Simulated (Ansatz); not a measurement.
Ansatz (a first-principles code) input (wB97M-V/def2-TZVPD):

Ansatz 0.2 input:
```yaml
crystal:
  periodic: [false, false, false]
  atoms:
    - {symbol: In, position_ang: [0.67351090, 0.03819851, -0.08033283]}
    - {symbol: Cl, position_ang: [-1.21404545, 1.40627265, -1.23000735]}
    - {symbol: Cl, position_ang: [-0.72725068, -1.51637424, 1.46155493]}
basis:
  gaussian:
    orbitals: def2-TZVPD
hamiltonian:
  xc: {name: wB97M-V}
total_charge: -1
output: {forces: true}
```

End of the output:

```
integrals: 0.11 GiB planned
1038 factors; their error is unknown
integrals: 0.14 GiB planned
241 factors; integrals over basis functions are off by at most 3.9e-5 eV
mean field: 0.86 GiB planned
mean field evaluation 1: about -30222.6109 eV, gradient 1.1e1 eV
mean field evaluation 2: about -30222.8432 eV, gradient 7.7e0 eV
mean field evaluation 4: about -30222.9644 eV, gradient 3.2e-1 eV
mean field evaluation 8: about -30223.0269 eV, gradient 1.1e-1 eV
mean field evaluation 16: about -30223.0269 eV, gradient 2.0e-5 eV
mean field -30223.02691460 eV, -1110.6757532081 hartree, gradient 2.0e-5 eV, S^2 0.000000; 0 other end points of the search recorded, 0 dependent functions left out
the calculation of the forces begins
reference -30223.02697059 eV, -1110.6757552658 hartree; 28, 28 occupied and 120, 120 virtual orbitals, 1038 factors
Total energy: -30223.02697059 eV, -1110.6757552658 hartree
Atom 0 at     0.673511     0.038199    -0.080333 Å, force    -0.224075    -0.012709     0.026727 eV/Å
Atom 1 at    -1.214045     1.406273    -1.230007 Å, force     0.133299    -0.121294     0.104192 eV/Å
Atom 2 at    -0.727251    -1.516374     1.461555 Å, force     0.090776     0.134002    -0.130919 eV/Å
Dipole moment:     0.856267     0.048564    -0.102131 e Å
```
